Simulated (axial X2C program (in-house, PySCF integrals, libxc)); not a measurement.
## Outer orbitals of LiCa at 3.418 Å, HF

All values were computed with an in-house all-electron X2C program for linear molecules (integrals from PySCF). Spin-free means the one-electron spin-free X2C Hamiltonian; two-component (2c) means X2C with spin–orbit coupling and atomic mean-field two-electron Coulomb and Gaunt terms, so the difference of the two also holds small scalar two-electron terms. Basis: Ca dyall-cv3z [11s12p6d4f], Li dyall-cv3z [7s8p2d] (cores contracted in-house); Gaussian nuclei, density fitting, unrestricted open shells. Masses: Ca 39.963 u, Li 7.016 u.

The distance is close to the 2c PBE0 minimum; the highest filled and lowest empty levels are listed.

Spin-free orbitals, state M_S = 1/2, Λ = 0 (beyond evenly filled blocks: σα) (Löwdin shares):

```json
{"symmetry": "σα", "occupied": "yes", "ε (eV)": "-6.25", "atomic character": "64% Ca s, 27% Li s, 6% Li p"}
{"symmetry": "σβ", "occupied": "yes", "ε (eV)": "-5.98", "atomic character": "51% Ca s, 22% Li s, 17% Li p"}
{"symmetry": "σα", "occupied": "yes", "ε (eV)": "-4.58", "atomic character": "43% Ca p, 41% Li s, 8% Ca s"}
{"symmetry": "π-α", "occupied": "no", "ε (eV)": "0.20", "atomic character": "63% Ca p, 36% Li p"}
{"symmetry": "π+α", "occupied": "no", "ε (eV)": "0.20", "atomic character": "63% Ca p, 36% Li p"}
{"symmetry": "σβ", "occupied": "no", "ε (eV)": "0.32", "atomic character": "48% Ca p, 30% Li p, 13% Li s"}
{"symmetry": "π-β", "occupied": "no", "ε (eV)": "0.38", "atomic character": "59% Ca p, 40% Li p"}
{"symmetry": "π+β", "occupied": "no", "ε (eV)": "0.38", "atomic character": "59% Ca p, 40% Li p"}
```

Spinors with spin–orbit coupling (state Ω = 1/2):

```csv
ω,occupied,ε (eV),atomic character,λ mixture
1/2,yes,-6.25,"64% Ca s, 27% Li s, 6% Li p",100% σ
-1/2,yes,-5.98,"51% Ca s, 22% Li s, 17% Li p",100% σ
1/2,yes,-4.58,"43% Ca p, 41% Li s, 8% Ca s",100% σ
-1/2,no,0.20,"63% Ca p, 36% Li p",100% π
3/2,no,0.20,"63% Ca p, 37% Li p",100% π
-1/2,no,0.32,"48% Ca p, 30% Li p, 13% Li s",100% σ
1/2,no,0.38,"60% Ca p, 39% Li p",100% π
-3/2,no,0.39,"59% Ca p, 40% Li p",100% π
```

Mulliken charges and populations of the two-component result (they depend on the basis, above all on diffuse functions):

Ca 0.12 e (s 7.46 p 12.39 d 0.02), Li -0.12 e (s 3.02 p 0.10 d 0.01). ⟨Lz⟩ = 0.00 ħ and ⟨Sz⟩ = 0.50 ħ (0.15 and 0.35 on the two atoms), which add up to Ω.

Occupations by symmetry block were frozen at the best pattern of an incomplete PBE0 search. The determinant is spin-polarised beyond a pure state at some levels (its spin-free form has ⟨S²⟩ too high), which makes Re and μ there less reliable.
